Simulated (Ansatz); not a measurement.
`OC1C[SiH2]1` and `FC1C[SiH2]1` differ in one atom or group.

Ansatz, PBE0-D4/def2-TZVP geometries, multiplicity 1. Each molecule was computed in one conformer, which needn't be the lowest.

| property | `OC1C[SiH2]1` |
| --- | --- |
| LUMO energy (PBE/def2-TZVPP) / eV | -0.63 |
| HOMO–LUMO gap (ωB97M-V/def2-TZVPP) / eV | 10.85 |
| HOMO–LUMO gap (PBE0/def2-TZVPP) / eV | 7.02 |
| HOMO energy (PBE0/def2-TZVPP) / eV | -6.83 |
| HOMO–LUMO gap (PBE/def2-TZVPP) / eV | 5.04 |
| size of the dipole moment (B3LYP/def2-TZVPP) / D | 1.47 |

Question: What does the change do to each property? (Estimate.)

Answer: Computed: 
| property | `FC1C[SiH2]1` | shift |
| --- | --- | --- |
| LUMO energy (PBE/def2-TZVPP) / eV | -0.83 | -0.20 |
| HOMO–LUMO gap (ωB97M-V/def2-TZVPP) / eV | 10.91 | 0.06 |
| HOMO–LUMO gap (PBE0/def2-TZVPP) / eV | 7.06 | 0.04 |
| HOMO energy (PBE0/def2-TZVPP) / eV | -7.08 | -0.25 |
| HOMO–LUMO gap (PBE/def2-TZVPP) / eV | 5.04 | 0.00 |
| size of the dipole moment (B3LYP/def2-TZVPP) / D | 1.80 | 0.33 |

The zero-point energy changes by -32.2 kJ/mol with -3 modes. Dipoles are sizes alone; their direction can turn.

B3LYP here is the variant with VWN-RPA as its local correlation; programs differ in this.
